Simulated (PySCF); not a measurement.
Mapped SMILES: `[OH:1][SiH2:2][S:3][SiH3:4]`. Hydrogens are named by the atom that carries them.

Geometry: PBE0-D3(BJ)/def2-SVP; GIAO shifts from PySCF, gas phase, non-relativistic, averaged over equivalent atoms.

At KT2/pcSseg-2 (249 basis functions, 30 s wall time on 1 thread of an Arm Neoverse V2, shared host):
| atoms | δ (ppm) |
| --- | --- |
| O1 | 36.5 |
| Si2 | -6.7 |
| Si4 | -65.2 |
| S3 | -242.5 |
| H(Si2) | 5.78 |
| H(Si4) | 4.70 |
| H(O1) | 0.89 |

References, each an isolated molecule treated in the same way: H2O for $^{17}$O (324.36 ppm); TMS for $^{29}$Si (350.99 ppm), $^{1}$H (31.18 ppm); $^{33}$S (525.25 ppm) against CS2.

Problem. Predict the values at HF/pcSseg-2 on the same geometry.

Solution. 
```csv
atoms,δ at HF/pcSseg-2,change
O1,15.7,-20.8
Si2,-18.2,-11.5
Si4,-55.7,+9.5
S3,-304.7,-62.2
H(Si2),4.91,-0.87
H(Si4),4.28,-0.42
H(O1),1.79,+0.90
```

Referencing at the same level of theory: H2O for $^{17}$O (σref 326.33); $^{29}$Si (σref 382.96) and $^{1}$H (σref 31.68) against TMS; CS2 for $^{33}$S (σref 522.21).

The largest change is at S3 (sulfur bonded to 2 Si). Cost: 249 basis functions, 14 s wall time on 1 thread of an Arm Neoverse V2, shared host.

Experimental scales use liquid or dissolved standards, which lie at an offset from isolated H2O (liquid H2O: subtract about 36 ppm).
